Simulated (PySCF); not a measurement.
# One molecule, several mistakes: H6NSi2

These are calculations, not measurements. The program is PySCF 2.14.0, an open-source quantum chemistry code, run on an isolated molecule that a program drew, which may never have been made. The molecule is H6NSi2 (charge 0, doublet), drawn as the SMILES string `N[SiH][SiH3]`.

Each row is a Hartree-Fock (HF) and frozen-core CCSD(T) single point in the cc-pV(D+d)Z basis, meant for a local HF minimum. Run 1 is clean. Each other run has one planted mistake out of seven kinds, and not every kind appears here: one electron removed, one electron added, multiplicity raised by two, geometry at a saddle point, minimal basis STO-3G, one bond length entered in bohr, all coordinates scaled. The reference is restricted for singlets and unrestricted otherwise, and also for a bond in bohr. Adding or removing an electron swaps singlet and doublet. Electrons count all cores. HOMO and LUMO are orbital energies over both spins, the gradient is its largest component, and the lowest frequency (negative if imaginary) is given only where the gradient is small. Bond lengths are over the 8 bonds as drawn. T1 is the CCSD diagnostic: over 0.02 (restricted) or 0.045 (unrestricted) a single reference is doubtful.

Geometry of the clean run:
```xyz
9
H6NSi2, angstrom
N    -0.3705    2.1645    1.0855
Si   -1.1669    1.4901   -0.2963
Si   -1.8530   -0.7311    0.1388
H     0.4514    1.7196    1.4501
H    -0.2855    3.1613    1.1642
H    -2.3239    2.3755   -0.5958
H    -0.6711   -1.5381    0.5357
H    -2.8630   -0.8287    1.2227
H    -2.4276   -1.3176   -1.0967
```

```
run  electrons  basis functions  <S^2>  HOMO (eV)  LUMO (eV)  gradient (hartree/bohr)  lowest frequency (cm^-1)  mean bond (Å)  longest bond (Å)      T1  HF (hartree)  CCSD(T) (hartree)                     mistake
  1         41               90  0.759      -7.81       1.84                  1.9e-05                       105         1.5055             2.365  0.0163    -635.79855         -636.22167                    no fault
  2         41               29  0.752      -4.96       6.36                  2.7e-02                         -         1.5055             2.365  0.0145    -628.39929         -628.55887        minimal basis STO-3G
  3         41               90  3.763      -4.08      -1.74                  2.4e-02                         -         1.5055             2.365  0.0281    -635.57042         -635.98617  multiplicity raised by two
  4         41               90  0.759      -7.51       2.20                  7.7e-02                         -         1.4077             2.211  0.0148    -635.76012         -636.17768      all coordinates scaled
  5         42               90  0.000      -0.01       8.59                  6.8e-02                         -         1.5055             2.365  0.0130    -635.76223         -636.21407                           ?
  6         40               90  0.000     -17.04      -5.88                  7.1e-02                         -         1.5055             2.365  0.0220    -635.54634         -635.97209                           ?
```

**Which mistake was planted in run 5, and what did it cost?**

It counts 42 electrons, one more than the clean run, at the same geometry and basis. So the mistake is: one electron added. Subtracting run 1 and multiplying by 627.51 kcal/mol a hartree, the energy moved by 22.8 kcal/mol in HF and 4.8 kcal/mol in CCSD(T).

**Which mistake was planted in run 6, and what did it cost?**

It counts 40 electrons, one fewer than the clean run, at the same geometry and basis. So the mistake is: one electron removed. Subtracting run 1 and multiplying by 627.51 kcal/mol a hartree, the energy moved by 158.3 kcal/mol in HF and 156.6 kcal/mol in CCSD(T).

Cautions from the logs. Run 5: the added electron raises the CCSD(T) energy, so it isn't bound in this basis; run 6: T1 is over the limit, so its CCSD(T) energy is less reliable.
